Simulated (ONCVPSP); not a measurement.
Which change was made? (F, ONCV)

| Property | Result |
| --- | --- |
| Element | F |
| Generator | ONCVPSP 4.0.1 |
| Type | optimised norm-conserving Vanderbilt (ONCV) |
| Functional | PBE |
| Relativity | scalar-relativistic |
| Frozen core | [He] |
| Valence charge | 7 |
| Reference configuration | 2s2 2p5 |
| Partial waves | 2s: rc 0.85 bohr, ncon 4, nbas 7, qcut 6.2 1/bohr, local; 2p: rc 1.60 bohr, ncon 3, nbas 8, qcut 7 1/bohr, 1 projector; d scattering state at 0.1 Ha: rc 1.55 bohr, ncon 5, nbas 9, qcut 5.4 1/bohr, 1 projector |
| Local potential | the s channel |
| Core correction | Teter function, fcfact 4.25, rcfact 1.65 |

Cutoffs, loose and tight: the cutoffs (Ha) at which the residual kinetic energy of the hardest occupied pseudo-wave falls to 1 and 0.1 mHa per electron. They do not see the model core or the augmentation charge, which bear on the density cutoff. Test errors are all-electron minus pseudo excitation energies from the reference, over the configurations 2s2 2p4; 2s2 2p3; 2s2 2p2; 2s1 2p5; variants that change the core or the reference have their own tests.

The base gives: outcome: generated; cutoff, loose: 145 Ha; cutoff, tight: 175 Ha; bound ghosts: none; GHOST(+) flags above zero: none; largest test error (meV): +2588.

(1) After one change the result is: outcome: generated; cutoff, loose: 125 Ha; cutoff, tight: 166 Ha; bound ghosts: none; GHOST(+) flags above zero: none; largest test error (meV): +2563. Which change was it?
A. p: rc 1.94
B. all radii but the core radius scaled by about 1.12 (s 0.96, p 1.80, d 1.74 bohr)
C. s: rc 1.26
D. s: nbas 8
E. s: qcut 7.7

## Answers

(1) E. The others give: s: rc 1.26 → outcome: generated; cutoff, loose: 21 Ha; cutoff, tight: 61 Ha; bound ghosts: none; GHOST(+) flags above zero: none; largest test error (meV): +2884 | all radii but the core radius scaled by about 1.12 (s 0.96, p 1.80, d 1.74 bohr) → outcome: generated; cutoff, loose: 107 Ha; cutoff, tight: 135 Ha; bound ghosts: none; GHOST(+) flags above zero: d; largest test error (meV): +3429 | p: rc 1.94 → outcome: generated; cutoff, loose: 145 Ha; cutoff, tight: 175 Ha; bound ghosts: none; GHOST(+) flags above zero: none; largest test error (meV): +3973 | s: nbas 8 → outcome: generated; cutoff, loose: 206 Ha; cutoff, tight: 248 Ha; bound ghosts: none; GHOST(+) flags above zero: none; largest test error (meV): +2610.
